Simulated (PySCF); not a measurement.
# C₆ coefficients of unlike pairs at MN15

Calculated with PySCF 2.14 from the dipole response of each species, C₆(A,B) = (3/π) ∫ α_A(iu) α_B(iu) du, in atomic units, from isotropic polarisabilities. For ions this is the dispersion term alone; charge-induced terms of lower order in 1/R come first.

```json
{"species": "Pb", "configuration": "[Xe] 4f14 5d10 6s2 6p2 (3P)", "basis": "aug-cc-pVQZ-PP with ECP60MDF (7s7p5d3f2g)", "relativity": "core potential", "α (bohr³)": "62.59", "C₆ (like pair)": "714.1"}
{"species": "Cu⁺", "configuration": "[Ar] 3d10 (1S)", "basis": "aug-cc-pwCVTZ-PP with ECP10MDF (8s8p7d4f3g)", "relativity": "core potential", "α (bohr³)": "5.648", "C₆ (like pair)": "17.13"}
{"species": "Pb³⁺", "configuration": "[Xe] 4f14 5d10 6s1 (2S)", "basis": "aug-cc-pVQZ-PP with ECP60MDF (7s7p5d3f2g)", "relativity": "core potential", "α (bohr³)": "8.596", "C₆ (like pair)": "46.32"}
{"species": "N⁺", "configuration": "[He] 2s2 2p2 (3P)", "basis": "aug-cc-pCVQZ-DK (9s8p6d4f2g)", "relativity": "spin-free X2C", "α (bohr³)": "3.858", "C₆ (like pair)": "8.075"}
```

(1) Estimate C₆ for N⁺ with Pb³⁺.

No spin-orbit coupling is included, so Pb, close to jj coupling, stand for model states.

The other pairs:

```csv
pair,C₆
"N⁺, Pb",69.24
"Cu⁺, Pb",98.67
"N⁺, Cu⁺",11.62
"Pb³⁺, Cu⁺",28.10
"Pb³⁺, Pb",159.9
```

Answers

(1) The integral gives 19.19. The combination rule 2 C_A C_B / (C_A α_B/α_A + C_B α_A/α_B) gives 19.29 and the geometric mean 19.34.
